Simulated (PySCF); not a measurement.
C₆H₁₀FN.
Numbering: `[CH3:1][C:2]1=[N:3][CH2:4][C@H:5]([F:6])[CH2:7][CH2:8]1` (hydrogens: H9, H10, H11 on C1; H12, H13 on C4; H14 on C5; H15, H16 on C7; H17, H18 on C8)

The geometry is computed with GFN2-xTB (gas phase).

List the bond lengths, angles and torsions at this level.

| bond | length (Å) | order |
| --- | --- | --- |
| C1–C2 | 1.495 | single |
| C2=N3 | 1.259 | double |
| N3–C4 | 1.433 | single |
| C4–C5 | 1.534 | single |
| C5–F6 | 1.387 | single |
| C5–C7 | 1.523 | single |
| C7–C8 | 1.527 | single |
| C2–C8 | 1.509 | single |
| C1–H9, C1–H10, C1–H11 | 1.088 | single |
| C4–H12 | 1.095 | single |
| C4–H13 | 1.095 | single |
| C5–H14 | 1.097 | single |
| C7–H15 | 1.091 | single |
| C7–H16 | 1.092 | single |
| C8–H17 | 1.094 | single |
| C8–H18 | 1.091 | single |

Bonds in one row agree within 0.01 Å and their mean is given. Orders are formal, as drawn. A selection of angles:
| angle | degrees |
| --- | --- |
| C1–C2–N3 | 118.7 |
| C1–C2–C8 | 116.3 |
| N3–C2–C8 | 125.0 |
| C2–N3–C4 | 122.5 |
| N3–C4–C5 | 116.9 |
| C4–C5–F6 | 109.5 |
| C4–C5–C7 | 111.1 |
| F6–C5–C7 | 108.7 |
| C5–C7–C8 | 108.8 |
| C2–C8–C7 | 110.3 |

Torsions: C1–C2–N3–C4 -179° (antiperiplanar); C2–N3–C4–C5 4° (synperiplanar); N3–C4–C5–F6 88° (synclinal); C4–C5–C7–C8 55° (synclinal); C5–C7–C8–C2 -51° (synclinal); C1–C2–C8–C7 -156° (antiperiplanar).

N3 (imine nitrogen) is bent (angle 122.5°). Of the pairs four or more bonds apart, F6···H17 is among the closest relative to their van der Waals radii: 2.61 Å, 98 % of the sum of Bondi's values. The 6-membered ring C2–N3–C4–C5–C7–C8 has internal angles of 108.8° to 125.0°; it is puckered, 0.19 Å rms from its mean plane, widest ring torsion 55°. The C–N distances run from 1.259 Å (C2=N3, drawn double) to 1.433 Å (N3–C4, drawn single), a spread of 0.174 Å. The 5 C–C bonds span 1.495 Å (C1–C2, drawn single) to 1.534 Å (C4–C5, drawn single), a spread of 0.039 Å.

Point group: C1 (no symmetry element, even within 0.4 Å). No frequency check. The numbers are those of one conformer.
